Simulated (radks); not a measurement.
Trend from Rb4+ to Xe4+: ionisation energy by Delta-SCF between NIST ground configurations, and size. Calculated with a radial shooting solver on a logarithmic mesh with Libxc functionals: Dirac Kohn-Sham, PBE, spin-unpolarised, spherical densities, finite nucleus; open shells are shared between the two j in proportion to 2j + 1; Fermi nuclear charge, rms radius of each element as measured or else 0.836 A^(1/3) + 0.57 fm.

species      configuration  IE (eV)  NIST (eV)       kind   -e(HOMO) (eV)  outermost  <r> outermost (bohr)
Rb4+     [Ar] 3d10 4s2 4p3   67.718       68.4     theory  60.144 (4p3/2)      4p3/2                  1.52
Sr4+     [Ar] 3d10 4s2 4p4   72.142         71  semi-emp.  64.157 (4p3/2)      4p3/2                  1.45
Zr4+                  [Kr]   80.977      80.35  semi-emp.  72.167 (4p3/2)      4p3/2                  1.32
Nb4+              [Kr] 4d1   50.284     50.573       exp.  43.302 (4d5/2)      4d5/2                  1.61
Mo4+              [Kr] 4d2   53.463      54.42  semi-emp.  46.167 (4d5/2)      4d5/2                  1.52
Tc4+              [Kr] 4d3   56.565         57     theory  48.956 (4d5/2)      4d5/2                  1.44
Ru4+              [Kr] 4d4   59.604         59     theory  51.685 (4d5/2)      4d5/2                  1.37
Rh4+              [Kr] 4d5   62.592         63     theory  54.364 (4d5/2)      4d5/2                  1.31
Pd4+              [Kr] 4d6   65.539         61     theory  57.001 (4d5/2)      4d5/2                  1.25
Ag4+              [Kr] 4d7   68.450         65     theory  59.602 (4d5/2)      4d5/2                  1.20
Cd4+              [Kr] 4d8   71.332         68     theory  62.172 (4d5/2)      4d5/2                  1.16
In4+              [Kr] 4d9   74.189         69  semi-emp.  64.715 (4d5/2)      4d5/2                  1.11
Sn4+             [Kr] 4d10   77.024      77.03       exp.  67.234 (4d5/2)      4d5/2                  1.07
Sb4+         [Kr] 4d10 5s1   55.418       55.0  semi-emp.  49.770 (5s1/2)      5s1/2                  1.95
Te4+         [Kr] 4d10 5s2   59.090         59       exp.  53.222 (5s1/2)      5s1/2                  1.87
I4+      [Kr] 4d10 5s2 5p1   50.082      51.52       exp.  44.157 (5p3/2)      5p3/2                  2.05
Xe4+     [Kr] 4d10 5s2 5p2   53.481       54.1  semi-emp.  47.216 (5p3/2)      5p3/2                  1.96

Reference values: NIST Atomic Spectra Database (exp. = measured, semi-emp. = semi-empirical, theory = theoretical value adopted there). Spin polarisation and multiplet splitting are left out, so open shells lie too high by an amount that depends on their filling. Sharing an open shell by 2j + 1 raises it above the true ground level by a part of the spin-orbit splitting, which enters the differences from NIST.

Beside tabulated values, note that spin-unpolarised runs miss the spin-polarisation part of the exchange energy of open shells.
